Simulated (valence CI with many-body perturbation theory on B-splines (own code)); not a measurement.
# Energy levels of Bi⁷⁸⁺

Computed by valence CI with perturbative core correlation (CI+MBPT): three valence electrons over a frozen Dirac-Fock core [He], radial functions for each j: 11 s, 11 p, 10 d, 8 f, 5 g, 2 h, with the one-electron correlation potential Σ1 (screened to all orders), the two-electron term Σ2, the three-electron term Σ3, Breit, model QED; selected single and double excitations, second order for the rest, scaled by the run's own slope (own B-spline code, finite nucleus).

The last digits are not significant, and no measured levels were compared; by estimate large intervals hold to a few tenths of a per cent, small ones and those within an open d or f shell to about a per cent.

Levels 91 to 135 of 173, with energies above the lowest level, (2s^2 2p1/2) J=1/2. "Leading %" is the weight of the configuration and term that name the level; weights of strongly mixed levels are sums over their largest components and can fall short, so below about 35 % the name and the second component can differ from the true leading terms, or belong to a minority configuration. In the jj column 3d3/2^4 stands for four electrons in 3d with j = 3/2.

| No. | Configuration | Term | J | E (Ry) | Leading % | g | Second component | Leading jj |
| --- | --- | --- | --- | --- | --- | --- | --- | --- |
| 91 | 2p2.3p | 2P° | 1/2 | 1319.2 | 86 | 0.603 | 8 % 2p2.3p 4D° | 2p1/2 2p3/2 3p3/2 (99 %) |
| 92 | 2p2.3d | 2G | 7/2 | 1319.5 | 56 | 0.983 | 25 % 2p2.3d 2F | 2p1/2 2p3/2 3d3/2 (100 %) |
| 93 | 2p2.3d | 2D | 5/2 | 1320.9 | 38 | 1.104 | 31 % 2p2.3d 2F | 2p1/2 2p3/2 3d3/2 (99 %) |
| 94 | 2p2.3d | 2D | 3/2 | 1321.3 | 47 | 1.090 | 18 % 2p2.3d 2P | 2p1/2 2p3/2 3d3/2 (100 %) |
| 95 | 2p2.3d | 2P | 1/2 | 1322.2 | 40 | 1.553 | 31 % 2p2.3d 4P | 2p1/2 2p3/2 3d3/2 (100 %) |
| 96 | 2p2.3d | 4D | 7/2 | 1331.8 | 46 | 1.287 | 39 % 2p2.3d 4F | 2p1/2 2p3/2 3d5/2 (100 %) |
| 97 | 2p2.3d | 2G | 9/2 | 1333.1 | 66 | 1.154 | 34 % 2p2.3d 4F | 2p1/2 2p3/2 3d5/2 (100 %) |
| 98 | 2p2.3d | 2P | 3/2 | 1333.3 | 42 | 1.301 | 24 % 2p2.3d 4P | 2p1/2 2p3/2 3d5/2 (100 %) |
| 99 | 2p2.3d | 2F | 5/2 | 1333.4 | 44 | 1.114 | 18 % 2p2.3d 4D | 2p1/2 2p3/2 3d5/2 (100 %) |
| 100 | 2p2.3d | 2D | 5/2 | 1334.8 | 55 | 1.254 | 31 % 2p2.3d 4P | 2p1/2 2p3/2 3d5/2 (100 %) |
| 101 | 2p2.3d | 2F | 7/2 | 1335.4 | 71 | 1.119 | 13 % 2p2.3d 4F | 2p1/2 2p3/2 3d5/2 (100 %) |
| 102 | 2p2.3d | 2D | 3/2 | 1336.2 | 58 | 0.952 | 29 % 2p2.3d 2P | 2p1/2 2p3/2 3d5/2 (100 %) |
| 103 | 2p2.3d | 2P | 1/2 | 1336.6 | 56 | 1.241 | 38 % 2p2.3d 2S | 2p1/2 2p3/2 3d5/2 (100 %) |
| 104 | 2s2.4s | 2S | 1/2 | 1381.0 | 98 | 1.987 |  | 2s^2 4s (98 %) |
| 105 | 2s2.4p | 2P° | 1/2 | 1384.1 | 98 | 0.651 |  | 2s^2 4p1/2 (98 %) |
| 106 | 2s.2p.4s | 4P° | 1/2 | 1397.0 | 77 | 2.198 | 22 % 2s.2p.4s 2P° | 2s 2p1/2 4s (100 %) |
| 107 | 2s.2p.4s | 4P° | 3/2 | 1399.5 | 57 | 1.514 | 42 % 2s.2p.4s 2P° | 2s 2p1/2 4s (99 %) |
| 108 | 2s.2p.4p | 4D | 1/2 | 1399.8 | 66 | 0.401 | 21 % 2s.2p.4p 2P | 2s 2p1/2 4p1/2 (100 %) |
| 109 | 2s.2p.4s | 2P° | 1/2 | 1400.3 | 88 | 0.833 | 12 % 2s.2p.4s 4P° | 2s 2p1/2 4s (100 %) |
| 110 | 2s.2p.4p | 4D | 3/2 | 1402.3 | 39 | 1.071 | 35 % 2s.2p.4p 2D | 2s 2p1/2 4p1/2 (100 %) |
| 111 | 2s.2p.4p | 4P | 1/2 | 1403.4 | 41 | 1.744 | 29 % 2s.2p.4p 2S | 2s 2p1/2 4p1/2 (100 %) |
| 112 | 2s2.4p | 2P° | 3/2 | 1406.7 | 98 | 1.324 |  | 2s^2 4p3/2 (98 %) |
| 113 | 2s2.4d | 2D | 3/2 | 1408.6 | 98 | 0.789 |  | 2s^2 4d3/2 (98 %) |
| 114 | 2s2.4d | 2D | 5/2 | 1414.5 | 98 | 1.190 |  | 2s^2 4d5/2 (98 %) |
| 115 | 2s2.4f | 2F° | 5/2 | 1415.5 | 98 | 0.846 |  | 2s^2 4f5/2 (98 %) |
| 116 | 2s2.4f | 2F° | 7/2 | 1418.3 | 98 | 1.133 |  | 2s^2 4f7/2 (98 %) |
| 117 | 2s.2p.4p | 4P | 3/2 | 1422.6 | 30 | 1.360 | 27 % 2s.2p.4p 4D | 2s 2p1/2 4p3/2 (100 %) |
| 118 | 2p2.4s | 4P | 1/2 | 1424.2 | 24 | 1.688 | 17 % 2p2.4s 2S | 2p1/2^2 4s (54 %) |
| 119 | 2s.2p.4d | 4F° | 3/2 | 1424.2 | 58 | 0.686 | 15 % 2s.2p.4d 2D° | 2s 2p1/2 4d3/2 (100 %) |
| 120 | 2s.2p.4p | 2D | 5/2 | 1425.3 | 42 | 1.306 | 40 % 2s.2p.4p 4D | 2s 2p1/2 4p3/2 (100 %) |
| 121 | 2s.2p.4p | 2D | 3/2 | 1425.4 | 39 | 1.272 | 26 % 2s.2p.4p 2P | 2s 2p1/2 4p3/2 (100 %) |
| 122 | 2p2.4s | 4P | 1/2 | 1426.4 | 20 | 1.647 | 19 % 2s.2p.4p 2P | 2s 2p1/2 4p3/2 (54 %) |
| 123 | 2s.2p.4d | 4F° | 5/2 | 1426.8 | 38 | 0.991 | 36 % 2s.2p.4d 2F° | 2s 2p1/2 4d3/2 (99 %) |
| 124 | 2s.2p.4d | 4D° | 1/2 | 1426.9 | 32 | 0.531 | 19 % 2s.2p.4d 2P° | 2s 2p1/2 4d3/2 (62 %) |
| 125 | 2s.2p.4d | 2D° | 3/2 | 1427.3 | 27 | 1.031 | 22 % 2s.2p.4d 2P° | 2s 2p1/2 4d3/2 (100 %) |
| 126 | 2p2.4p | 4D° | 1/2 | 1428.3 | 23 | 0.578 | 20 % 2s.2p.4d 4D° | 2p1/2^2 4p1/2 (61 %) |
| 127 | 2s.2p.4d | 4D° | 5/2 | 1430.4 | 27 | 1.235 | 26 % 2s.2p.4d 4P° | 2s 2p1/2 4d5/2 (100 %) |
| 128 | 2s.2p.4f | 4G | 5/2 | 1431.2 | 44 | 0.840 | 19 % 2s.2p.4f 4F | 2s 2p1/2 4f5/2 (100 %) |
| 129 | 2s.2p.4d | 2F° | 7/2 | 1433.0 | 42 | 1.216 | 35 % 2s.2p.4d 4F° | 2s 2p1/2 4d5/2 (100 %) |
| 130 | 2s.2p.4d | 2F° | 5/2 | 1433.3 | 37 | 1.149 | 28 % 2s.2p.4d 2D° | 2s 2p1/2 4d5/2 (100 %) |
| 131 | 2s.2p.4d | 2P° | 3/2 | 1433.4 | 39 | 1.142 | 30 % 2s.2p.4d 2D° | 2s 2p1/2 4d5/2 (100 %) |
| 132 | 2s.2p.4f | 4G | 7/2 | 1433.9 | 46 | 0.989 | 26 % 2s.2p.4f 2G | 2s 2p1/2 4f5/2 (88 %) |
| 133 | 2s.2p.4f | 4G | 5/2 | 1434.0 | 31 | 0.903 | 29 % 2s.2p.4f 2F | 2s 2p1/2 4f5/2 (100 %) |
| 134 | 2s.2p.4f | 2G | 7/2 | 1434.0 | 36 | 1.122 | 26 % 2s.2p.4f 4D | 2s 2p1/2 4f7/2 (88 %) |
| 135 | 2s.2p.4f | 4F | 3/2 | 1434.0 | 46 | 0.672 | 42 % 2s.2p.4f 2D | 2s 2p1/2 4f5/2 (100 %) |

Where two levels of one J and parity lie close, their mixing, g and order are uncertain.
